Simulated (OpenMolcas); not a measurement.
# OpenMolcas run: Er3+

Input:

```
&GATEWAY
Coord
1

Er 0.0 0.0 0.0
Basis=ANO-RCC-VDZ
Group=XYZ
NoMove
AngMom=0.0 0.0 0.0
AMFI
&SEWARD
* reference wave functions (RASSCF and RASSI steps not shown): 11 electrons in 7 orbitals (4f)
>>> COPY JOB001 $Project.JobIph
&CASPT2
XMultistate=21 1 2 3 4 5 6 7 8 9 10 11 12 13 14 15 16 17 18 19 20 21
Frozen=9 9
IPEA=0.75
Imaginary=0.1
MaxIter=60
WThr=0.0 0.3 0.05
PrWF=0.5
NoMix
>>> COPY JOB002 $Project.JobIph
&CASPT2
XMultistate=35 1 2 3 4 5 6 7 8 9 10 11 12 13 14 15 16 17 18 19 20 21 22
23 24 25 26 27 28 29 30 31 32 33 34 35
Frozen=9 9
IPEA=0.75
Imaginary=0.1
MaxIter=60
WThr=0.0 0.3 0.05
PrWF=0.5
NoMix
```

Launched by
```bash
OMP_NUM_THREADS=1 MOLCAS_MEM=2252 MOLCAS_PROJECT=a pymolcas a.inp > a.log  # once for each step of the input, in one work folder
```

Output, cut to the results:

```
--- CASPT2 ---
Orbital specifications:
      -----------------------

      Symmetry species                           1   2
                                                ag  au
      Frozen orbitals                            9   9
      Inactive orbitals                          6   3
      Active orbitals                            0   7
      Secondary orbitals                        12  13
      Deleted orbitals                           0   0
      Number of basis functions                 27  32
Type of calculation                        XMS-CASPT2
      Fock operator                              state-average
      IPEA shift                                 0.75
      Real shift                                 0.00
      Imaginary shift                            0.10
      The input orbitals will be transformed to quasi-canonical
      The input states will be rotated to diagonalize the Fock operator
Reference energy:      -13072.9465605982
      E2 (Non-variational):      -0.6377598249
      Shift correction:          -0.0002199870
      E2 (Variational):          -0.6379798119
      Total energy:          -13073.5845404101
      Residual norm:              0.0000001610
      Reference weight:           0.90332
      Contributions to the CASPT2 correlation energy
      Active & Virtual Only:         -0.2317636555
      One Inactive Excited:          -0.1940892622
      Two Inactive Excited:          -0.2119069072
Reference energy:      -13072.9465605982
      E2 (Non-variational):      -0.6374416301
      Shift correction:          -0.0002171555
      E2 (Variational):          -0.6376587856
      Total energy:          -13073.5842193837
      Residual norm:              0.0000002494
      Reference weight:           0.90352
      Contributions to the CASPT2 correlation energy
      Active & Virtual Only:         -0.2317923594
      One Inactive Excited:          -0.1938750746
      Two Inactive Excited:          -0.2117741961
::    XMS-CASPT2 Root  1     Total energy: -13073.58298650
::    XMS-CASPT2 Root  2     Total energy: -13073.58225779
::    XMS-CASPT2 Root  3     Total energy: -13073.58170787
::    XMS-CASPT2 Root  4     Total energy: -13073.58024603
::    XMS-CASPT2 Root  5     Total energy: -13073.57991158
::    XMS-CASPT2 Root  6     Total energy: -13073.57960785
::    XMS-CASPT2 Root  7     Total energy: -13073.57927772
::    XMS-CASPT2 Root  8     Total energy: -13073.57885049
::    XMS-CASPT2 Root  9     Total energy: -13073.57865480
::    XMS-CASPT2 Root 10     Total energy: -13073.57840650
::    XMS-CASPT2 Root 11     Total energy: -13073.57781238
::    XMS-CASPT2 Root 12     Total energy: -13073.57721501
::    XMS-CASPT2 Root 13     Total energy: -13073.57620709
::    XMS-CASPT2 Root 14     Total energy: -13073.51094082
::    XMS-CASPT2 Root 15     Total energy: -13073.51034888
::    XMS-CASPT2 Root 16     Total energy: -13073.50913900
::    XMS-CASPT2 Root 17     Total energy: -13073.50833216
::    XMS-CASPT2 Root 18     Total energy: -13073.50818282
::    XMS-CASPT2 Root 19     Total energy: -13073.50776431
::    XMS-CASPT2 Root 20     Total energy: -13073.50692917
::    XMS-CASPT2 Root 21     Total energy: -13073.50661874
--- CASPT2 ---
Orbital specifications:
      -----------------------

      Symmetry species                           1   2
                                                ag  au
      Frozen orbitals                            9   9
      Inactive orbitals                          6   3
      Active orbitals                            0   7
      Secondary orbitals                        12  13
      Deleted orbitals                           0   0
      Number of basis functions                 27  32
Type of calculation                        XMS-CASPT2
      Fock operator                              state-average
      IPEA shift                                 0.75
      Real shift                                 0.00
      Imaginary shift                            0.10
      The input orbitals will be transformed to quasi-canonical
      The input states will be rotated to diagonalize the Fock operator
Reference energy:      -13072.8651780840
      E2 (Non-variational):      -0.6404266466
      Shift correction:          -0.0002192594
      E2 (Variational):          -0.6406459060
      Total energy:          -13073.5058239901
      Residual norm:              0.0000001748
      Reference weight:           0.90320
      Contributions to the CASPT2 correlation energy
      Active & Virtual Only:         -0.2336269307
      One Inactive Excited:          -0.1932705666
      Two Inactive Excited:          -0.2135291493
Reference energy:      -13072.8651780840
      E2 (Non-variational):      -0.6396823806
      Shift correction:          -0.0002173144
      E2 (Variational):          -0.6398996950
      Total energy:          -13073.5050777791
      Residual norm:              0.0000001169
      Reference weight:           0.90354
      Contributions to the CASPT2 correlation energy
      Active & Virtual Only:         -0.2331907981
      One Inactive Excited:          -0.1928862789
      Two Inactive Excited:          -0.2136053036
::    XMS-CASPT2 Root  1     Total energy: -13073.50661365
::    XMS-CASPT2 Root  2     Total energy: -13073.50575936
::    XMS-CASPT2 Root  3     Total energy: -13073.50544946
::    XMS-CASPT2 Root  4     Total energy: -13073.50536161
::    XMS-CASPT2 Root  5     Total energy: -13073.50495046
::    XMS-CASPT2 Root  6     Total energy: -13073.50467554
::    XMS-CASPT2 Root  7     Total energy: -13073.50464270
::    XMS-CASPT2 Root  8     Total energy: -13073.50444444
::    XMS-CASPT2 Root  9     Total energy: -13073.50422496
::    XMS-CASPT2 Root 10     Total energy: -13073.50418211
::    XMS-CASPT2 Root 11     Total energy: -13073.50384117
::    XMS-CASPT2 Root 12     Total energy: -13073.48257477
::    XMS-CASPT2 Root 13     Total energy: -13073.48206912
...
```

In XMS-CASPT2 the single-state energies belong to rotated reference states; over a whole degenerate manifold the rotation is arbitrary, and only the multistate roots count.

Levels above the lowest, from the spin-orbit matrix with the multistate effective Hamiltonian, averaged by term, added to it:

```csv
Configuration,Term,J,E (cm-1),Measured (cm-1),g,Term weight %,Second
4f11,4I*,15/2,0.0,0.0,1.197,98,2 2K*
4f11,4I*,13/2,6690,6508,1.107,99,
4f11,4I*,11/2,10730,10172,0.981,88,12 2H*
4f11,4I*,9/2,12950,12469,0.839,63,22 2H*
4f11,4F*,9/2,16980,15405,1.185,64,18 2G*
```

Against the 4 measured excited levels shown (the list in Tchang-Brillet, Wyart, Meftah and Ait Mammar, Atoms 6, 52 (2018)) the mean absolute deviation is 700 cm-1; the largest miss in energy is 4f11 4F* 9/2 [64 %]: computed 16980, measured 15405 cm-1 (+10.2 %).

CASPT2 breaks the degeneracy within a term, and the mean is taken; among the terms shown or strongly mixed into the levels shown the widest spread is 1500 cm-1 (4f11 4I*). High states are left out of the spin-orbit mixing, which shifts the levels that they would mix with. Some levels mix across a computed gap that differs much from the measured one, so their mixing is not that of the real levels. The CASPT2 spread within a term exceeds the gap to the next term for 4f11 4F* and 4f11 2H*, so the order of their levels is uncertain. The basis is small and was not contracted for so high a charge. Measured partners are found by configuration, term and J. A level has none where our copy of the source lacks it or the pairing is in doubt (some pairs that miss far off the trend of their configuration count as doubtful), and it then counts in no deviation. Levels of configurations outside the active space are missing. The first state left out of the spin-orbit step lies near 29000 cm-1 above the lowest spin-free state of the reference (among the parities and spins computed), and the list stops at four fifths of that energy or lower.

The CASPT2 steps took 20 s on 1 thread of AMD EPYC 9R45 96-Core Processor (Zen 5), on a shared host; the integral step is not counted.

The term weight is that of the spin-free term in the level, not the purity of its configuration. A share in square brackets marks a mixed level and gives the weight of the term that names it. * marks odd parity.
